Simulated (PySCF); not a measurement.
Species: C₅H₉NSi.
Cartesian coordinates in Å at the PBE0-D3(BJ)/def2-SVP level; atoms count from 1:
```xyz
16
C5H9NSi angstrom
C      0.8713    1.1691    2.1838
C      0.9388    0.2142    1.4387
C      0.9856   -0.9205    0.5544
C      1.5959   -0.8092   -0.8171
C      0.1090   -0.9585   -0.6928
Si    -1.0495    0.4688   -1.0599
N     -2.2751    0.5136    0.1614
H      0.8368    2.0201    2.8382
H      1.1225   -1.8782    1.0681
H      2.1819   -1.6619   -1.1694
H      1.9937    0.1678   -1.1064
H     -0.2947   -1.9533   -0.9113
H     -1.7402    0.2497   -2.3683
H     -0.1963    1.6977   -1.1993
H     -3.1240    1.0404   -0.0123
H     -1.9626    0.6477    1.1189
```

Computed with PySCF at PBE0/pcSseg-1 and wB97X-D/def2-SVPD, non-relativistic, on one gas-phase PBE0-D3(BJ)/def2-SVP geometry that isn't relaxed in the solvent. The solvent is an IEF-PCM continuum (cavity from Bondi-type radii × 1.2). Only the electrostatic response of the medium enters.

Gas phase at PBE0/pcSseg-1: HOMO -7.20 eV, LUMO 0.62 eV, dipole 0.38 D.

Problem. What does the continuum do to the energy, the frontier levels and the dipole at PBE0/pcSseg-1 in chloroform?

Solution. 
```csv
solvent,ε,E(solvent) − E(gas) (kcal/mol),polarisation term (kcal/mol),distortion of the solute (kcal/mol),HOMO (eV),LUMO (eV),dipole (D)
chloroform,4.711,-3.98,-4.25,0.27,-7.26,0.65,0.40
```

Polarisation term: ½ Σ q·V over the induced surface charges. Distortion: the rise of the solute's own energy as its density leaves the gas-phase optimum.

Problem. Which Hirshfeld charges (PBE0/pcSseg-1) respond most in chloroform (means over atoms taken as equivalent)?

Solution. 
```tsv
atoms	environment	gas (e)	solvent (e)	change
C2	alkyne carbon	-0.033	-0.041	-0.008
H8	alkyne hydrogen	+0.093	+0.100	+0.007
C1	terminal alkyne carbon	-0.119	-0.126	-0.007
N7	silicon-bound nitrogen	-0.320	-0.325	-0.005
H9	methine hydrogen	+0.060	+0.065	+0.005
H10	methylene hydrogen	+0.054	+0.059	+0.005
H15/H16	N–H hydrogen	+0.110	+0.115	+0.005
H14	Si–H hydrogen	-0.099	-0.103	-0.004
H12	methine hydrogen	+0.050	+0.054	+0.004
Si6	SiH2 silicon	+0.357	+0.354	-0.003
H13	Si–H hydrogen	-0.087	-0.089	-0.002
C3	propargylic carbon	-0.027	-0.028	-0.001
```

Gas phase at wB97X-D/def2-SVPD: HOMO -9.16 eV, LUMO 2.05 eV, dipole 0.29 D.

Problem. What does the continuum do to the energy, the frontier levels and the dipole at wB97X-D/def2-SVPD in chloroform?

Solution. 
| solvent | ε | E(solvent) − E(gas) (kcal/mol) | polarisation term (kcal/mol) | distortion of the solute (kcal/mol) | HOMO (eV) | LUMO (eV) | dipole (D) |
| --- | --- | --- | --- | --- | --- | --- | --- |
| chloroform | 4.711 | -3.82 | -4.15 | 0.33 | -9.17 | 2.09 | 0.31 |

The atom shares or the degeneracy of the HOMO differ from the gas phase in chloroform, so that column needn't follow one orbital.

Problem. How does the static polarisability (wB97X-D/def2-SVPD, frozen core, with the continuum's full static response) change?

Solution. 
| medium | isotropic (au) | principal values (au) | ⟨r²⟩ of the electrons (bohr²) |
| --- | --- | --- | --- |
| gas | 89.3 | 75.6, 89.5, 102.7 | 976.7 |
| chloroform | 111.5 | 96.5, 108.7, 129.2 | 975.9 |

The isotropic value in chloroform is 1.25 times the gas-phase one; no cavity-field correction is applied. ⟨r²⟩ is taken about the centre of nuclear charge.

Time: 47 s of wall time; peak memory 0.92 GiB. Hardware: one thread, Arm Neoverse N1 (aarch64), no GPU, shared host with 64 logical CPUs at a one-minute load of 59. This is the whole shielding run at PBE0/pcSseg-1 in chloroform, SCF included.

Note: wB97X-D ran without an empirical dispersion term, which enters the total energy and its gradient alone.
